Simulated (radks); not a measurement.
Question: The mean radii <r> (bohr) of the occupied orbitals of an atom or ion are listed with their occupations. All-electron calculation, scalar-relativistic Kohn-Sham, BLYP, spin-polarised, spherical densities, finite nucleus; Fermi nuclear charge, rms radius of each element as measured or else 0.836 A^(1/3) + 0.57 fm. Program: a radial shooting solver on a logarithmic mesh with Libxc functionals.

orbital  occ.      <r>
1s up       1  0.02274
1s down     1  0.02274
2s up       1  0.09689
2s down     1  0.09688
2p up       3  0.08533
2p down     3  0.08534
3s up       1   0.2520
3s down     1   0.2518
3p up       3   0.2495
3p down     3   0.2493
3d up       5   0.2261
3d down     5   0.2259
4s up       1   0.5193
4s down     1   0.5194
4p up       3   0.5323

Name the element and its charge. Open shells, if any, are filled with parallel spins first.

Answer: Z = 62, samarium, charge +29: Sm29+ in [Ar] 3d10 4s2 4p3. The 1s radius gives Z: for a bare nucleus <r> = (2 gamma + 1)/(2Z) with gamma = sqrt(1 - (Z/c)^2), 0.02245 bohr for Z = 62, and screening makes it slightly larger (0.02274 here). The occupations add up to 33, and the charge is Z minus that.
